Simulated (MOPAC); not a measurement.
Job for MOPAC: PM7 on BrGeH3 (SMILES [GeH3][Br]), a point of a bond scan (R = 3.148 Å).

```
PM7 1SCF PRECISE CHARGE=0 THREADS=1
BrGeH3

Ge    -1.14560058 1     0.04679150 1     0.00463248 1
Br     1.99968748 1    -0.08167627 1    -0.00808617 1
H     -1.53993749 1     1.48382174 1    -0.35409628 1
H     -1.60695799 1    -0.33231658 1     1.41625220 1
H     -1.64237120 1    -0.95588990 1    -1.04278950 1
```

Program output:

```
*******************************************************************************
 **                                                                           **
 **                              MOPAC v23.2.5                                **
 **                                                                           **
 *******************************************************************************
 ** MOPAC's Digital Object Identifier: https://doi.org/10.5281/zenodo.6511958 **
 **                                                                           **
 ** Please cite the open-source release paper for use of this MOPAC version:  **
 ** J. E. Moussa and J. J. P. Stewart (2026)                                  **
 ** MOPAC: An open-source semiempirical molecular orbital program             **
 ** J. Open Source Softw., 11(119), 8025, https://doi.org/10.21105/joss.08025 **
 *******************************************************************************

                              PM7 CALCULATION RESULTS

 *******************************************************************************
 *  PM7        - The PM7 Hamiltonian to be used
 *
 *
 *
 *                 CHARGE ON SYSTEM = 0
 *
 *
 *
 *  PRECISE    - TIGHTER CRITERIA TO BE USED
 *  1SCF       - DO 1 SCF AND THEN STOP
 *  THREADS=1  - MULTI-THREADING NOT USED
 *  T=         - A TIME OF 172800.0 SECONDS REQUESTED
 *  DUMP=N     - RESTART FILE WRITTEN EVERY 7200.0 SECONDS REQUESTED
 *******************************************************************************
PM7 1SCF PRECISE CHARGE=0 THREADS=1
 BrGeH3

   ATOM   CHEMICAL          X               Y               Z
  NUMBER   SYMBOL      (ANGSTROMS)     (ANGSTROMS)     (ANGSTROMS)

     1      Ge         -1.14560058  *   0.04679150  *   0.00463248  *
     2      Br          1.99968748  *  -0.08167627  *  -0.00808617  *
     3       H         -1.53993749  *   1.48382174  *  -0.35409628  *
     4       H         -1.60695799  *  -0.33231658  *   1.41625220  *
     5       H         -1.64237120  *  -0.95588990  *  -1.04278950  *



          CARTESIAN COORDINATES

    NO.       ATOM           X           Y           Z

     1        Ge         -1.1456      0.0468      0.0046
     2        Br          1.9997     -0.0817     -0.0081
     3         H         -1.5399      1.4838     -0.3541
     4         H         -1.6070     -0.3323      1.4163
     5         H         -1.6424     -0.9559     -1.0428

 General Reference for PM7:
 "Optimization of Parameters for Semiempirical Methods VI: More Modifications to the
 NDDO Approximations and Re-optimization of Parameters", J. J. P. Stewart, J. Mol. Mod., 1:32, 19 (2013)
 https://link.springer.com/article/10.1007/s00894-012-1667-x

           Empirical Formula: H3 Ge Br  =     5 atoms



      MOLECULAR POINT GROUP   :   C3v


      RHF CALCULATION, NO. OF DOUBLY OCCUPIED LEVELS = 7


 -------------------------------------------------------------------------------
 PM7 1SCF PRECISE CHARGE=0 THREADS=1
 BrGeH3



     1SCF WAS SPECIFIED, SO BFGS WAS NOT USED
     SCF FIELD WAS ACHIEVED


                              PM7 CALCULATION
                                                       MOPAC v23.2.5 Linux




          FINAL HEAT OF FORMATION =         46.66354 KCAL/MOL =     195.24025 KJ/MOL


          COSMO AREA              =        114.13 SQUARE ANGSTROMS
          COSMO VOLUME            =        101.43 CUBIC ANGSTROMS

          IONIZATION POTENTIAL    =          9.865543 EV
          HOMO LUMO ENERGIES (EV) =         -9.866 -3.139
          NO. OF FILLED LEVELS    =          7
          MOLECULAR WEIGHT        =        155.5177         POINT GROUP:  C3v

          MOLECULAR DIMENSIONS (Angstroms)

            Atom       Atom       Distance
            H     3   Br     2     3.88580
            H     5    H     4     2.53712
           Br     2    H     4     2.03512


          SCF CALCULATIONS        =          1





   ATOM   CHEMICAL          X               Y               Z
  NUMBER   SYMBOL      (ANGSTROMS)     (ANGSTROMS)     (ANGSTROMS)

     1      Ge         -1.14560058  *   0.04679150  *   0.00463248  *
     2      Br          1.99968748  *  -0.08167627  *  -0.00808617  *
     3       H         -1.53993749  *   1.48382174  *  -0.35409628  *
     4       H         -1.60695799  *  -0.33231658  *   1.41625220  *
     5       H         -1.64237120  *  -0.95588990  *  -1.04278950  *

                             CARTESIAN COORDINATES

   1   Ge       -1.145600580     0.046791500     0.004632480
   2   Br        1.999687480    -0.081676270    -0.008086170
   3    H       -1.539937490     1.483821740    -0.354096280
   4    H       -1.606957990    -0.332316580     1.416252200
   5    H       -1.642371200    -0.955889900    -1.042789500


           Empirical Formula: H3 Ge Br  =     5 atoms



      MOLECULAR POINT GROUP   :   C3v


                  EIGENVALUES
 -23.90580 -18.04548 -12.66010 -12.66010 -10.05356  -9.86554  -9.86554  -3.13893
   0.69151   0.69151   2.75751 264.69010 264.89207 264.89207 265.62212 265.62212


              NET ATOMIC CHARGES AND DIPOLE CONTRIBUTIONS

  ATOM NO.   TYPE          CHARGE      No. of ELECS.   s-Pop       p-Pop       d-Pop
    1         Ge           0.061456        3.9385     1.09535     2.84320
    2         Br          -0.351263        7.3513     1.99074     5.36007     0.00045
    3          H           0.096602        0.9034     0.90340
    4          H           0.096602        0.9034     0.90340
    5          H           0.096602        0.9034     0.90340
 DIPOLE           X         Y         Z       TOTAL
 POINT-CHG.    -5.934     0.242     0.024     5.939
 HYBRID         0.268    -0.011    -0.001     0.268
 SUM           -5.666     0.231     0.023     5.671


          ATOMIC ORBITAL ELECTRON POPULATIONS

     Atom    s        px        py        pz      x^2-y^2     xz        z^2       yz        xy
    1 Ge   1.09535   0.66325   1.08962   1.09033
    2 Br   1.99074   1.36355   1.99774   1.99879   0.00022   0.00008   0.00007   0.00000   0.00008
    3  H   0.90340
    4  H   0.90340
    5  H   0.90340

 **********************
 *                    *
 * JOB ENDED NORMALLY *
 *                    *
 **********************




 == MOPAC DONE ==
```

The run finished.

Cost: about 0.010 core-seconds (a rough figure).
